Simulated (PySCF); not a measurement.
Ge(F)2 cation (F₂Ge), SMILES [F][Ge][F] (connectivity only; charge and spin as stated), charge +1, multiplicity 2. Atoms are numbered in the order given.

```xyz
3

Ge     0.0000     0.0000     0.3174
F      0.0000     1.4620    -0.5643
F      0.0000    -1.4620    -0.5643
```
Charge +1, spin multiplicity 2.

Geometry: PBE-D3(BJ)/def2-TZVP. The multiplicity is an assumed one; other spin states were not compared. The isomer is the one that the SMILES or the coordinates give; other isomers of the formula were not compared.

Method: PBE-D3(BJ)/def2-TZVP (PySCF).

Frequencies are harmonic and unscaled.

Computed vibrational spectrum:
```
mode  ν (cm⁻¹)  IR (km/mol)  moving atoms (share of kinetic energy)
----  --------  -----------  --------------------------------------
1          183         15.1                         F 78 %, Ge 22 %
2          688         15.1                         F 87 %, Ge 13 %
3          742         56.3                         F 72 %, Ge 28 %
```
